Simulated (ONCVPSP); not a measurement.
**Cutoff test, platinum, ONCV**

ONCVPSP 4.0.1 input, shortened (lines: element, Z, core and valence counts, functional; n l f; lmax; l rc ep ncon nbas qcut; lloc lpopt rc5 dvloc0; l nproj debl; icmod fcfact rcfact), PBEsol, scalar-relativistic:

```
  Pt 78.00    9    5  -116133      upf
    1    0    2.00
    2    0    2.00
    2    1    6.00
    3    0    2.00
    3    1    6.00
    3    2   10.00
    4    0    2.00
    4    1    6.00
    4    2   10.00
    4    3   14.00
    5    0    2.00
    5    1    6.00
    5    2    9.00
    6    0    1.00
    3
    0    1.60    0.00    3    6    7.90
    1    1.05    0.00    3    6    9.30
    2    2.10    0.00    4    8    8.40
    3    1.00    0.00    4    8   20.50
    3    5    1.00    0.00
    0    2    1.70
    1    1    2.60
    2    2    0.70
    3    0    2.60
    3    5.50    1.55
```

For each optimised wave give the share of its norm inside rc, the residual kinetic energy above qcut (Ha) and the cutoffs (Ha) for errors of 10, 1, 0.1 and 0.01 mHa per electron.

```tsv
wave	norm inside rc	residual KE	10 mHa	1 mHa	0.1 mHa	0.01 mHa
5s	0.967	5.2e-06	16.8	22.0	25.9	30.3
6s	0.072	2.1e-06	13.3	20.6	25.2	29.2
5p	0.482	3.2e-04	31.3	39.2	69.0	142.2
5d	0.762	6.7e-09	15.1	19.8	23.8	27.2
d projector 2	0.113	1.9e-09	12.8	17.8	22.1	25.9
4f	0.956	1.0e-07	144.5	163.2	178.4	190.8
```

The occupied waves need 163 Ha and 178 Ha for 1 and 0.1 mHa. Note: ghosts flagged at negative energy: s at -812.1 eV, p at -430.8 eV; GHOST(+) flagged for d at 143.1 eV. A true bound ghost makes a file unfit for plane-wave use.
